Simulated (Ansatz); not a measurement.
Start from `BO[SiH2]SC` and change one atom or group to get `BO[SiH2]B`.

Ansatz, PBE0-D4/def2-TZVP geometries, multiplicity 1. Each molecule was computed in one conformer, which needn't be the lowest.

```json
{"property": "HOMO–LUMO gap (PBE0/def2-TZVPP) / eV", "`BO[SiH2]SC`": "6.55"}
{"property": "HOMO energy (PBE0/def2-TZVPP) / eV", "`BO[SiH2]SC`": "-7.30"}
{"property": "HOMO energy (PBE/def2-TZVPP) / eV", "`BO[SiH2]SC`": "-6.12"}
{"property": "HOMO energy (B3LYP/def2-TZVPP) / eV", "`BO[SiH2]SC`": "-7.05"}
{"property": "HOMO–LUMO gap (ωB97M-V/def2-TZVPP) / eV", "`BO[SiH2]SC`": "10.61"}
{"property": "size of the dipole moment (B3LYP/def2-TZVPP) / D", "`BO[SiH2]SC`": "1.48"}
```

**Question.** What does the change do to each property? (Estimate.)

**Answer.** Computed: 
```csv
property,`BO[SiH2]B`,shift
HOMO–LUMO gap (PBE0/def2-TZVPP) / eV,5.68,-0.87
HOMO energy (PBE0/def2-TZVPP) / eV,-8.34,-1.04
HOMO energy (PBE/def2-TZVPP) / eV,-6.91,-0.79
HOMO energy (B3LYP/def2-TZVPP) / eV,-8.15,-1.10
HOMO–LUMO gap (ωB97M-V/def2-TZVPP) / eV,9.92,-0.69
size of the dipole moment (B3LYP/def2-TZVPP) / D,1.21,-0.27
```

With PBE0 the HOMO falls by 1.04 eV and the LUMO falls by 1.91 eV, so the gap narrows by about 0.87 eV. PBE moves the HOMO by -0.79 eV and ωB97M-V by -1.11 eV. Dipoles are sizes alone; their direction can turn.

B3LYP here is the variant with VWN-RPA as its local correlation; programs differ in this.
